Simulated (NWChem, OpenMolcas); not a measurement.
## How basis sets differ on Si2H4F2 (SMILES F[SiH](F)[SiH3])

Si2H4F2: 8 atoms, total charge 0, spin state singlet. As SMILES, `F[SiH](F)[SiH3]`. Geometry: relaxed at PBE0-D4/def2-TZVP.

Each level gives the dipole moment (D). The values are calculated.

```tsv
level	kind	program	value (D)	CPU time
HF/ANO-R0 (sfX2C)	Hartree–Fock	OpenMolcas	0.94	3.5 s
HF/STO-3G	Hartree–Fock	NWChem	1.40	3 s
HF/3-21G	Hartree–Fock	OpenMolcas	2.27	4 s
HF/cc-pVDZ	Hartree–Fock	OpenMolcas	2.03	12 s
```

The values span 0.94 to 2.27 D. Magnitudes only. Sets without polarisation functions give poor dipoles. Times are those of the runs behind each value, whatever else they computed, on shared processors of several kinds: orders of magnitude only.
